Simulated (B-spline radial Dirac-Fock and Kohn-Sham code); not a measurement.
# X-ray form factors of tantalum in several charge states

Method: Dirac-Fock densities. Computed with a radial finite-basis atomic code.

Configurations: Ta⁷⁺ [Kr] 4d10 4f13 5s2 5p5; Ta⁹⁺ [Kr] 4d10 4f13 5s2 5p3; Ta¹²⁺ [Kr] 4d10 4f13 5s2; Ta¹⁴⁺ [Kr] 4d10 4f11 5s2; Ta¹⁵⁺ [Kr] 4d10 4f11 5s1; Ta¹⁶⁺ [Kr] 4d10 4f11. The first column is f₀ of Ta⁷⁺, the others are differences from it.

| s (Å⁻¹) | Ta⁷⁺ | Δ Ta⁹⁺ | Δ Ta¹²⁺ | Δ Ta¹⁴⁺ | Δ Ta¹⁵⁺ | Δ Ta¹⁶⁺ |
| --- | --- | --- | --- | --- | --- | --- |
| 0 | 66.000 | -2.000 | -5.000 | -7.000 | -8.000 | -9.000 |
| 0.05 | 65.594 | -1.930 | -4.841 | -6.813 | -7.791 | -8.771 |
| 0.1 | 64.412 | -1.733 | -4.387 | -6.276 | -7.194 | -8.115 |
| 0.15 | 62.554 | -1.440 | -3.705 | -5.465 | -6.287 | -7.115 |
| 0.2 | 60.168 | -1.094 | -2.889 | -4.483 | -5.183 | -5.894 |
| 0.25 | 57.421 | -0.743 | -2.039 | -3.443 | -4.006 | -4.584 |
| 0.3 | 54.477 | -0.423 | -1.246 | -2.447 | -2.870 | -3.309 |
| 0.35 | 51.478 | -0.162 | -0.575 | -1.574 | -1.862 | -2.167 |
| 0.4 | 48.530 | +0.028 | -0.061 | -0.869 | -1.036 | -1.220 |
| 0.45 | 45.707 | +0.148 | +0.286 | -0.345 | -0.411 | -0.492 |
| 0.5 | 43.047 | +0.207 | +0.483 | +0.006 | +0.018 | +0.018 |
| 0.6 | 38.267 | +0.201 | +0.537 | +0.303 | +0.403 | +0.498 |
| 0.7 | 34.164 | +0.120 | +0.356 | +0.280 | +0.393 | +0.508 |
| 0.8 | 30.639 | +0.038 | +0.135 | +0.152 | +0.235 | +0.323 |
| 0.9 | 27.610 | -0.018 | -0.028 | +0.036 | +0.075 | +0.118 |
| 1 | 25.023 | -0.043 | -0.113 | -0.030 | -0.031 | -0.029 |
| 1.1 | 22.840 | -0.047 | -0.134 | -0.051 | -0.077 | -0.103 |
| 1.2 | 21.019 | -0.039 | -0.116 | -0.044 | -0.081 | -0.119 |
| 1.4 | 18.272 | -0.016 | -0.049 | -0.005 | -0.035 | -0.067 |
| 1.6 | 16.364 | -0.001 | -0.003 | +0.020 | +0.009 | -0.003 |
